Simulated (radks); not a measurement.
Er26+, 42 electrons, occupied as [Kr] 4d6.

Method: scalar-relativistic Kohn-Sham, SCAN, spin-polarised, spherical densities, finite nucleus; open shells are filled with parallel spins first (spin-orbit coupling, left out, can overturn this in heavy ions); meta-GGA in the generalised Kohn-Sham scheme; Fermi nuclear charge, rms radius 5.2516 fm; computed with a radial shooting solver on a logarithmic mesh with Libxc functionals.

Energy parts (eV):
part                      energy
total                 -347635.80
kinetic                377608.78
electron-nucleus      -815093.04
Hartree                 96526.87
exchange-correlation    -6678.42

Orbitals (lengths in bohr, moments of r in powers of bohr; r(90%) holds 90 % of the orbital's charge):
orbital	occ.	eigenvalue (eV)	<r^2>	r(90%)	<r>
1s up	1	-58309.22	0.0005681	0.0369	0.02037
1s down	1	-58309.01	0.0005681	0.0369	0.02037
2s up	1	-10546.04	0.008828	0.134	0.08642
2s down	1	-10543.24	0.008828	0.134	0.08642
2p up	3	-9423.991	0.007188	0.125	0.07672
2p down	3	-9421.325	0.007187	0.125	0.07672
3s up	1	-3039.405	0.05730	0.328	0.2240
3s down	1	-3037.709	0.05724	0.328	0.2239
3p up	3	-2695.563	0.05760	0.333	0.2230
3p down	3	-2693.524	0.05751	0.333	0.2229
3d up	5	-2268.936	0.04792	0.314	0.2023
3d down	5	-2265.752	0.04787	0.314	0.2022
4s up	1	-1219.702	0.2529	0.673	0.4746
4s down	1	-1207.970	0.2536	0.674	0.4753
4p up	3	-1096.283	0.2725	0.702	0.4912
4p down	3	-1084.783	0.2735	0.704	0.4921
4d up	5	-933.7238	0.2857	0.730	0.5001
4d down	1	-922.3873	0.2868	0.732	0.5010

The highest occupied level is 4d down at -922.39 eV. The electron density at the nucleus is 9.196e+05 e/bohr^3 (large components only).

Empty levels of this run are not shown, since the potential may be unsettled where no density lies.
